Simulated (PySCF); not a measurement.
## Bi(V) with more and more F

Computed with PySCF 2.14.0, TPSS, def2-SVP on the ligands, density fitting, scalar-relativistic core potentials, no spin-orbit coupling, vacuum. The metal has def2-SVP with ECP60. Each complex is relaxed within the symmetry of its template. Distances are means of the shortest metal–ligand contacts, charges and spins Mulliken's; removal energies are rigid, with the ligand's formal charge and no counterpoise, so too large; for an anion taken off a cation in vacuum most of it is the attraction of opposite charges, and multiply charged cations can part far more cheaply with an electron moved from ligand to metal.

```
 complex  point group  M–F (Å)  charge on M (e)  HOMO–LUMO gap (eV)  removal of one F (eV)  unstable modes (below −25 cm⁻¹)
[BiF3]2+          C2v    1.995             2.10                1.53                  28.32                        not given
 [BiF6]−           Oh    2.056             1.48                3.33                   7.15                        not given
```

Question: What does the calculation give for [BiF4]+?

Answer: point group: Td, M–F (Å): 1.998, charge on M (e): 1.82, HOMO–LUMO gap (eV): 2.44, removal of one F (eV): 20.30, unstable modes (below −25 cm⁻¹): not given.
```xyz
5

Bi    0.0000    0.0000    0.0000
F     1.1535    1.1535    1.1535
F    -1.1535   -1.1535    1.1535
F     1.1535   -1.1535   -1.1535
F    -1.1535    1.1535   -1.1535
```

The more ligands, the longer each bond and the weaker the last ligand is held.

Moved off a saddle point of the template and relaxed again: [BiF6]−. One start shape was tried for each, so a minimum needn't be the lowest isomer.
